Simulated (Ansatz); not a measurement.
Ideal-gas functions of `C#C[SiH2][GaH2]` at 600 K and 1 bar, from an Ansatz frequency run at PBE0-D4/def2-TZVP.

Molar mass 126.87 g/mol, point group Cs (symmetry number 1), electronic degeneracy 1, moments of inertia 57.813, 341.891, 393.883 u Å². Harmonic wavenumbers (cm⁻¹, unscaled): 44, 81, 227, 279, 318, 348, 429, 582, 639, 709, 730, 731, 733, 790, 919, 1950, 1966, 2154, 2203, 2206, 3466.

Use S(trans) = R[1.5 ln M + 2.5 ln T − 1.1517]; rotational temperatures θ = 24.2544 K / I; S(rot) = R[ln(√π/σ · √(T³/θAθBθC)) + 1.5]; for each mode x = 1.438777 ν̃/T, S = R[x/(eˣ − 1) − ln(1 − e⁻ˣ)] and H = RT x/(eˣ − 1); 1 cm⁻¹ = 0.0119627 kJ/mol; R = 8.31446 J/(mol·K).

**Question.** By hand: the entropy, in J/(mol·K).

**Answer.** Translation 183.8. Rotation: θ = 0.4195, 0.0709, 0.0616 K, giving 123.2. Vibration, mode by mode: 27.02, 21.95, 13.47, 11.81, 10.77, 10.06, 8.44, 6.19, 5.53, 4.84, 4.65, 4.64, 4.62, 4.14, 3.25, 0.44, 0.43, 0.29, 0.27, 0.26, 0.02, in all 143.1. Electronic 0.0. Sum 450.1 J/(mol·K).

**Question.** By hand: H − E and G − E in kJ/mol, counted from the electronic energy.

**Answer.** Zero-point energy ½ × 21504 × 0.0119627 = 128.6; thermal vibration 41.6; translation, rotation and pV give 4 RT = 20.0. H − E = 190.2 kJ/mol, and G − E = 190.2 − 600 × 450.1/1000 = -79.9 kJ/mol.

Vibration gives 32 % of the entropy, 49.0 J/(mol·K) of it from the modes under 150 cm⁻¹: soft modes count most, and the harmonic formula is weakest for them.
